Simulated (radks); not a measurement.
Results of a calculation; reference values are marked as such.
Pd, 46 electrons, occupied as [Kr] 4d10. Code: a radial shooting solver on a logarithmic mesh with Libxc functionals. Model: scalar-relativistic Kohn-Sham, PBEsol, spin-polarised, spherical densities, point nucleus; hard spherical wall at 5 bohr.

Unscreened Slater integrals over Kohn-Sham orbitals (eV). They are taken over the spin-up orbitals. Empty in this configuration: 5s.

F0(4d,4d): 16.201
F2(4d,4d): 7.7833
F4(4d,4d): 4.9915
F0(4d,4p): 18.959
F2(4d,4p): 8.9257
G1(4d,4p): 11.056
G3(4d,4p): 6.6796
F0(4d,4s): 19.558
G2(4d,4s): 7.9218
F0(4d,5s): 10.796
G2(4d,5s): 2.3333
F0(4p,4p): 23.429
F2(4p,4p): 12.231
F0(4p,4s): 24.533
G1(4p,4s): 16.589
F0(4p,5s): 11.356
G1(4p,5s): 0.70951
F0(4s,4s): 25.822
F0(4s,5s): 11.454
G0(4s,5s): 0.45197
F0(5s,5s): 9.2376
